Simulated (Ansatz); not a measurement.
Stepwise reaction of `[CH3][Zr]([CH3])([F])[F]` with water, as a gas-phase model of exchange steps in deposition or etching. ΔE in kJ/mol; ΔG adds harmonic PBE0-D4 terms to CCSD(T)/CBS, at 1 bar.

Calculated with Ansatz (gas phase, PBE0-D4/def2-TZVP geometries, no zero-point term in ΔE). CCSD(T)/CBS adds triple-zeta CCSD(T) − MP2 to the extrapolated MP2 energy (def2 sets, frozen cores). This one scheme is used for every species. Functionals use def2-TZVPP. B3LYP here is the variant with VWN-RPA as its local correlation; programs differ in this. def2 core potentials past Kr. For Zr outer-core shells are correlated without core-valence functions, which leaves a few kJ/mol of doubt a bond. Each species was taken in one conformer, which may not be the lowest.

```json
{"step": "1", "reaction": "`[CH3][Zr]([CH3])([F])[F]` + H₂O → `[CH3][Zr]([OH])([F])[F]` + CH₄", "PBE-D4": "-184.5", "B3LYP-D4": "-193.3", "ωB97M-V": "-191.0", "CCSD(T)/CBS": "-186.3", "ΔG(600 K)": "-163.7"}
{"step": "2", "reaction": "`[CH3][Zr]([OH])([F])[F]` + H₂O → `[OH][Zr]([OH])([F])[F]` + CH₄", "PBE-D4": "-173.2", "B3LYP-D4": "-182.4", "ωB97M-V": "-179.8", "CCSD(T)/CBS": "-174.6", "ΔG(600 K)": "-161.1"}
```

(1) By hand: ΔE of the 2 steps together at CCSD(T)/CBS.

## Answers

(1) (-186.3) + (-174.6) = -360.9 kJ/mol, or -180.4 kJ/mol a step.

In ΔE each step is higher than the one before. All are downhill at CCSD(T)/CBS. ΔG lies between -163.7 and -161.1 kJ/mol a step. PBE-D4 differs from CCSD(T)/CBS by 1.4 to 1.8 kJ/mol a step. Isolated molecules leave out the surface, adducts and barriers. Largest T1 diagnostic: 0.017.
